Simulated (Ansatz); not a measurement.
**Relaxing a trial structure of C2H5AlCl2**

The starting geometry of this gas-phase singlet is a saddle point at r2SCAN-D4/def2-SVP, pushed by 0.25 Å along its imaginary mode; its bonds are those of `[CH3][Al]([Cl])[CH2]Cl`.

```xyz
10

C     0.0666    0.7732    1.3434
C     0.9861   -0.1947   -1.7776
Al    0.2965    1.1687   -0.5410
Cl   -0.1534    3.0903   -1.2757
Cl    1.2113    0.4006   -3.4725
H    -0.4773   -0.2156    1.4932
H    -0.4990    1.5677    1.8825
H     1.0729    0.6653    1.8584
H     1.9661   -0.5965   -1.4320
H     0.3018   -1.0711   -1.8313
```

Predict what it relaxes into with r2SCAN-D4/def2-SVP.

A new bond forms, giving a structure with Cl5 bridging Al3 and C2, given below by its coordinates. Contacts that close: Al3–Cl5 (3.17 → 2.49 Å).

The energy falls by 0.28 eV over 53 steps:

| step | E − E(last) (eV) |
| --- | --- |
| 1 | 0.275 |
| 7 | 0.235 |
| 13 | 0.232 |
| 18 | 0.225 |
| 24 | 0.121 |
| 30 | 0.016 |
| 36 | 0.015 |
| 41 | 0.008 |
| 47 | 0.001 |
| 53 | 0.000 |

Final geometry (Å):

```xyz
10

C     0.4014    0.9104    1.3078
C     0.4796   -0.4084   -1.8563
Al    0.1680    1.0685   -0.6091
Cl   -0.6063    2.8438   -1.4698
Cl    2.2239    0.3317   -1.8103
H     1.0021    0.0275    1.5810
H    -0.5715    0.8215    1.8213
H     0.8992    1.8004    1.7271
H     0.6016   -1.4514   -1.5350
H     0.1734   -0.3562   -2.9094
```

Frequencies at the end are all real (lowest 74 cm⁻¹). Run with Ansatz 0.2.0, 92 s on 2 threads of Intel(R) Xeon(R) 6975P-C (Granite Rapids) (shared host).
